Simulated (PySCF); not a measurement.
Structure with atom numbers: `[OH:1][c:2]1[cH:3][cH:4][cH:5][c:6]([C:7]([F:8])([F:9])[F:10])[cH:11]1`. Hydrogens are named by the atom that carries them.

Computational details: geometry: PBE0-D3(BJ)/def2-SVP, PBE0/pcSseg-1 with gauge-including orbitals, in PySCF 2.14 (no relativistic terms, rapidly exchanging positions averaged, in vacuum, single conformer).

Shifts are taken against calculated references (same method and geometry level): TMS for 13C (184.41 ppm), 1H (31.27 ppm); 17O (334.56 ppm) against H2O; CFCl3 for 19F (177.25 ppm).

| atoms | nucleus | count | Hirshfeld charge | δ (ppm) |
| --- | --- | --- | --- | --- |
| H(C3) | 1H | 1 | 0.06 | 7.19 |
| H(O1) | 1H | 1 | 0.19 | 4.10 |
| C6 | 13C | 1 | -0.04 | 138.6 |
| F8/F9/F10 | 19F | 3 | -0.09 | -77.3 |
| H(C5) | 1H | 1 | 0.05 | 7.30 |
| C7 | 13C | 1 | 0.26 | 128.8 |
| C2 | 13C | 1 | 0.08 | 161.7 |
| C11 | 13C | 1 | -0.08 | ? |
| H(C11) | 1H | 1 | 0.04 | ? |
| H(C4) | 1H | 1 | 0.06 | 7.54 |
| C3 | 13C | 1 | -0.06 | 122.8 |
| C5 | 13C | 1 | -0.06 | ? |
| C4 | 13C | 1 | -0.04 | 136.6 |
| O1 | 17O | 1 | -0.18 | ? |

Question: Estimate the values marked ?.

Answer: 
- C5: 122.7 ppm, aromatic CH
- C11: 113.8 ppm, aromatic CH; resonance donation from the substituent shields this position
- H(C11): 6.86 ppm, hydrogen on an aromatic CH; π donation from the O or N substituent shields it against benzene
- O1: 126.4 ppm, phenol-type oxygen

The OH or NH signal is concentration- and solvent-dependent in practice; the value given is the gas-phase one. Shifts are as computed. Against solution values, carbons near 30 ppm lie about +2 ppm off and those near 130 ppm about +5 ppm (rms about the fit 1.9 ppm; single classes can miss by 10 ppm). Of 1328 compounds with measured shifts, 309 miss one by over three times the rms of a fit or turn the order of signals round; such compounds aren't used in these exercises. Signals without a measured value on file couldn't be tested in this way; 1H shifts scatter by 0.2 ppm about their fit, and single ones miss by 0.5 ppm. Unscaled 19F shifts against computed CFCl3 carry errors that often reach 10 to 50 ppm. Experimental scales use liquid or dissolved standards, which lie at an offset from isolated H2O (liquid H2O: subtract about 36 ppm).
